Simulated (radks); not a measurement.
The tellurium anion Te2-, [Xe], held by a Watson sphere: a shell of charge +2 at radius R that stands for the Madelung well of a crystal (potential energy -2/R inside, -2/r outside, in hartree with lengths in bohr). Calculated with a radial shooting solver on a logarithmic mesh with Libxc functionals: scalar-relativistic Kohn-Sham, LDA (Slater exchange, Perdew-Wang correlation), spin-polarised, spherical densities, finite nucleus; Fermi nuclear charge, rms radius of each element as measured or else 0.836 A^(1/3) + 0.57 fm. Response by self-consistent Sternheimer equations with the Hartree and adiabatic LDA kernel, the relativistic mass of each level held fixed and spin-orbit coupling left out. The sphere does not respond.

R (bohr),e(4d) (eV),e(5s) (eV),e(5p) (eV),<r> 5p (bohr),sum of <r^2> (bohr^2),X-ray form factor at sin(theta)/lambda = 0.2 1/angstrom,alpha (bohr^3)
3.27,-39.778,-14.761,-6.305,2.820,85.15,41.538,61.29
3.67,-39.346,-14.074,-5.724,2.910,89.26,41.516,73.96
3.78,-39.235,-13.902,-5.569,2.933,90.35,41.514,77.85
5.06,-38.085,-12.312,-3.998,3.160,102.1,41.538,137.4
5.6,-37.673,-11.813,-3.469,3.237,106.7,41.551,172.4
5.81,-37.525,-11.639,-3.283,3.264,108.5,41.555,188.0
